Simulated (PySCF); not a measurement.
PySCF input for GaH₂, SMILES [GaH2], multiplicity 2, TDA-M06-2X/def2-TZVPD. Geometry optimised at B3LYP-D3(BJ)/def2-TZVPD. The spin state was assumed, not searched. The isomer is the one that the SMILES or the coordinates give; other isomers of the formula were not compared.

```python
import numpy as np
from pyscf import gto, scf, dft, tdscf

mol = gto.M(
    atom='''
    Ga    0.00000000    0.00000000    0.04853614
    H     0.00000000   -1.38630332   -0.75231022
    H     0.00000000    1.38630331   -0.75231022
    ''',
    basis='def2-TZVPD',
    charge=0,
    spin=1,
    max_memory=1600,
    verbose=4,
)
mf = dft.UKS(mol, xc='m06-2x').density_fit(auxbasis='def2-universal-jkfit')
mf.grids.level = 4
mf.conv_tol = 1e-9
mf.max_cycle = 100
mf.kernel()
fine, coarse = mf.grids, dft.Grids(mol).set(level=1).build(with_non0tab=True)
for _ in range(3):  # follow internal instabilities
    mf.grids = coarse
    mo, _, stable, _ = mf.stability(return_status=True, nroots=4)
    mf.grids = fine
    if stable:
        break
    mf.kernel(mf.make_rdm1(mo, mf.mo_occ))
mf.grids = dft.Grids(mol).set(level=2).build(with_non0tab=True)  # coarser grid for the response kernel
td = tdscf.TDA(mf)
td.nstates = 10
td.conv_tol = 1e-4
td.positive_eig_threshold = 1e-6
td.kernel(x0=td.get_init_guess(mf, 15))
td.analyze()
```

Output:

```
PySCF version 2.14.0

[INPUT] verbose = 4
[INPUT] num. atoms = 3
[INPUT] num. electrons = 33
[INPUT] charge = 0
[INPUT] spin (= nelec alpha-beta = 2S) = 1
[INPUT] symmetry False subgroup None
[INPUT] Mole.unit = angstrom
[INPUT] Symbol           X                Y                Z      unit          X                Y                Z       unit  Magmom
[INPUT]  1 Ga     0.000000000000   0.000000000000   0.048536140000 AA    0.000000000000   0.000000000000   0.091720011744 Bohr   0.0
[INPUT]  2 H      0.000000000000  -1.386303320000  -0.752310220000 AA    0.000000000000  -2.619733600375  -1.421660276511 Bohr   0.0
[INPUT]  3 H      0.000000000000   1.386303310000  -0.752310220000 AA    0.000000000000   2.619733581478  -1.421660276511 Bohr   0.0

nuclear repulsion = 20.6837049023737
number of shells = 28
number of NR pGTOs = 128
number of NR cGTOs = 72
basis = def2-TZVPD
ecp = {}


[settings echo left out]
init E= -1925.30726712238
  alpha nocc = 17  HOMO = -0.119774023326654  LUMO = -0.0486716215776326
  beta  nocc = 16  HOMO = -0.314712206149025  LUMO = -0.119774023326658

WARN: HOMO -0.119774023326654 >= LUMO -0.119774023326658

cycle= 1 E= -1925.95391412072  delta_E= -0.647  |g|= 0.289  |ddm|= 0.93
  alpha nocc = 17  HOMO = -0.251455375184772  LUMO = -0.0748686020455214
  beta  nocc = 16  HOMO = -0.351147478628867  LUMO = -0.114511929290743
  HOMO = -0.251455375185  LUMO = -0.114511929291  gap/eV = 3.72642
cycle= 2 E= -1925.95973453023  delta_E= -0.00582  |g|= 0.319  |ddm|= 0.493
  alpha nocc = 17  HOMO = -0.239251891917162  LUMO = -0.0615706335219652
  beta  nocc = 16  HOMO = -0.346465062327702  LUMO = -0.100596828597094
  HOMO = -0.239251891917  LUMO = -0.100596828597  gap/eV = 3.77300
cycle= 3 E= -1925.97501955757  delta_E= -0.0153  |g|= 0.013  |ddm|= 0.142
  alpha nocc = 17  HOMO = -0.235954639463689  LUMO = -0.0548019341313006
  beta  nocc = 16  HOMO = -0.345725162579392  LUMO = -0.0962078738474625
  HOMO = -0.235954639464  LUMO = -0.0962078738475  gap/eV = 3.80270
cycle= 4 E= -1925.97528331861  delta_E= -0.000264  |g|= 0.00531  |ddm|= 0.0631
  alpha nocc = 17  HOMO = -0.237600860001168  LUMO = -0.0556999460892973
  beta  nocc = 16  HOMO = -0.344752340430242  LUMO = -0.100090958454863
  HOMO = -0.237600860001  LUMO = -0.100090958455  gap/eV = 3.74184
cycle= 5 E= -1925.97531918434  delta_E= -3.59e-05  |g|= 0.00103  |ddm|= 0.0231
  alpha nocc = 17  HOMO = -0.237668010017427  LUMO = -0.0556242297345815
  beta  nocc = 16  HOMO = -0.344988771556881  LUMO = -0.0993992327025124
  HOMO = -0.237668010017  LUMO = -0.0993992327025  gap/eV = 3.76249
cycle= 6 E= -1925.97532161426  delta_E= -2.43e-06  |g|= 0.000406  |ddm|= 0.00441
  alpha nocc = 17  HOMO = -0.237658463470318  LUMO = -0.0556443047310298
  beta  nocc = 16  HOMO = -0.344973398805467  LUMO = -0.0998888278851764
  HOMO = -0.23765846347  LUMO = -0.0998888278852  gap/eV = 3.74890
cycle= 7 E= -1925.97532190198  delta_E= -2.88e-07  |g|= 0.000127  |ddm|= 0.0016
  alpha nocc = 17  HOMO = -0.237664167765699  LUMO = -0.0556345189514937
  beta  nocc = 16  HOMO = -0.345011843413125  LUMO = -0.0997789402595819
  HOMO = -0.237664167766  LUMO = -0.0997789402596  gap/eV = 3.75205
cycle= 8 E= -1925.97532193705  delta_E= -3.51e-08  |g|= 2.79e-05  |ddm|= 0.000427
  alpha nocc = 17  HOMO = -0.237663843064376  LUMO = -0.0556423629228053
  beta  nocc = 16  HOMO = -0.345021332651224  LUMO = -0.0998255960134555
  HOMO = -0.237663843064  LUMO = -0.0998255960135  gap/eV = 3.75077
cycle= 9 E= -1925.97532193885  delta_E= -1.8e-09  |g|= 6.68e-06  |ddm|= 0.000117
  alpha nocc = 17  HOMO = -0.237662858252554  LUMO = -0.0556420978665173
  beta  nocc = 16  HOMO = -0.345022358664984  LUMO = -0.0998184588979614
  HOMO = -0.237662858253  LUMO = -0.099818458898  gap/eV = 3.75094
cycle= 10 E= -1925.97532193894  delta_E= -9.69e-11  |g|= 1.69e-06  |ddm|= 3.58e-05
  alpha nocc = 17  HOMO = -0.237662903950801  LUMO = -0.0556427735944816
  beta  nocc = 16  HOMO = -0.34502272767361  LUMO = -0.0998210590881321
  HOMO = -0.237662903951  LUMO = -0.0998210590881  gap/eV = 3.75087
Extra cycle  E= -1925.97532193895  delta_E= -6.37e-12  |g|= 9.34e-07  |ddm|= 1.07e-05
converged SCF energy = -1925.97532193895  <S^2> = 0.75274079  2S+1 = 2.0027389
tot grids = 12360
uhf_internal: lowest eigs of H = [0.13210112 0.28387244 0.32441675 0.35306277]
<class 'pyscf.df.df_jk.DFUKS'> wavefunction is stable in the internal stability analysis
tot grids = 24040
Overwritten attributes  positive_eig_threshold  of <class 'pyscf.tdscf.uks.TDA'>


******** <class 'pyscf.tdscf.uks.TDA'> for <class 'pyscf.df.df_jk.DFUKS'> ********
nstates = 10
deg_eia_thresh = 1.000e-03
wfnsym = None
conv_tol = 0.0001
eigh lindep = 1e-12
eigh level_shift = 0
eigh max_cycle = 100


Excitation energies (eV)
[1.72350183 3.80884529 4.46300719 4.82128631 5.11202213 5.34584641
 5.60950185 6.32841762 6.4422933  6.52190166]

** Excitation energies and oscillator strengths **
Excited State   1:      1.72350 eV    719.37 nm  f=0.0110
      17a ->   18a      0.99423
Excited State   2:      3.80885 eV    325.52 nm  f=0.0089
      16b ->   17b      0.97682
Excited State   3:      4.46301 eV    277.80 nm  f=0.0000
      16a ->   18a     -0.37578
      16b ->   18b      0.91422
Excited State   4:      4.82129 eV    257.16 nm  f=0.0736
      17a ->   19a     -0.88451
      17a ->   20a      0.42197
      17a ->   26a      0.14482
Excited State   5:      5.11202 eV    242.53 nm  f=0.0000
      16a ->   18a     -0.91617
      16b ->   18b     -0.38015
Excited State   6:      5.34585 eV    231.93 nm  f=0.0248
      17a ->   19a      0.44284
      17a ->   20a      0.86401
      17a ->   26a      0.13412
      17a ->   27a     -0.10778
Excited State   7:      5.60950 eV    221.03 nm  f=0.1528
      17a ->   21a      0.95973
      17a ->   25a      0.13235
      17a ->   28a     -0.14154
      16b ->   20b      0.13245
Excited State   8:      6.32842 eV    195.92 nm  f=0.0000
      17a ->   22a     -0.98203
      17a ->   29a      0.13024
Excited State   9:      6.44229 eV    192.45 nm  f=0.1299
      17a ->   24a      0.96495
      17a ->   31a      0.12401
      15b ->   17b     -0.14887
Excited State  10:      6.52190 eV    190.10 nm  f=0.1033
      17a ->   23a      0.97977
      17a ->   30a      0.11481
      15b ->   18b     -0.12325

** Transition electric dipole moments (AU) **
state          X           Y           Z        Dip. S.      Osc.
  1         0.5098      0.0000      0.0000      0.2599      0.0110
  2        -0.0000     -0.3083     -0.0000      0.0950      0.0089
  3        -0.0000     -0.0000     -0.0000      0.0000      0.0000
  4        -0.0000     -0.0000     -0.7891      0.6227      0.0736
  5         0.0000     -0.0000      0.0000      0.0000      0.0000
  6         0.0000     -0.0000      0.4354      0.1895      0.0248
  7        -0.0000      1.0543      0.0000      1.1115      0.1528
  8        -0.0000     -0.0000      0.0000      0.0000      0.0000
  9         0.0000      0.0000      0.9071      0.8229      0.1299
 10         0.8041      0.0000     -0.0000      0.6466      0.1033

** Transition velocity dipole moments (imaginary part, AU) **
state          X           Y           Z        Dip. S.      Osc.
  1        -0.0263      0.0000      0.0000      0.0007      0.0073
  2        -0.0000     -0.0193      0.0000      0.0004      0.0018
  3         0.0000     -0.0000     -0.0000      0.0000      0.0000
  4        -0.0000     -0.0000     -0.1583      0.0251      0.0943
  5         0.0000     -0.0000      0.0000      0.0000      0.0000
  6         0.0000     -0.0000      0.0867      0.0075      0.0255
  7        -0.0000      0.1621      0.0000      0.0263      0.0850
  8        -0.0000     -0.0000      0.0000      0.0000      0.0000
  9         0.0000      0.0000      0.2069      0.0428      0.1205
 10         0.1714     -0.0000     -0.0000      0.0294      0.0817

** Transition magnetic dipole moments (imaginary part, AU) **
state          X           Y           Z
  1         0.0000     -0.9270      0.0000
  2        -0.6775      0.0000     -0.0000
  3        -0.0000      0.0000      0.4602
  4        -0.0000     -0.0000     -0.0000
  5        -0.0000     -0.0000     -1.1639
  6        -0.0000     -0.0000      0.0000
  7         0.8523     -0.0000     -0.0000
  8        -0.0000     -0.0000      0.2680
  9         0.0000      0.0000      0.0000
 10         0.0000      0.0351     -0.0000
```

The calculation finished and met its thresholds.
